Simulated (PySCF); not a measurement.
Si(H)(F)(Et)(OH) (C2H7FOSi), SMILES CC[SiH](O)F.

Geometry optimised at PBE0-D3(BJ)/def2-SVP. The structure was generated by enumeration, and PubChem lists no compound with its InChIKey, so it may never have been made. Other conformers were not sampled.

Calculation: PBE/def2-TZVP in PySCF.

Gas-phase values at a fixed geometry.

**Question.** Estimate the frontier levels, gap, dipole moment and polarisability. (Estimate from the structure and the level; the computed values follow.)

**Answer.** 
The highest occupied level is -7.08 eV, the lowest empty level is -0.27 eV and the orbital gap comes out as 6.80 eV. The dipole moment is 2.19 D and the quadrupole, principal values (traceless, Buckingham form, about the centre of nuclear charge) is -5.62, -2.13, 7.75 D·Å. The mean static polarisability is 53.3 bohr³ (7.89 Å³). The polarisability, principal values is 50.4, 51.0, 58.4 bohr³.
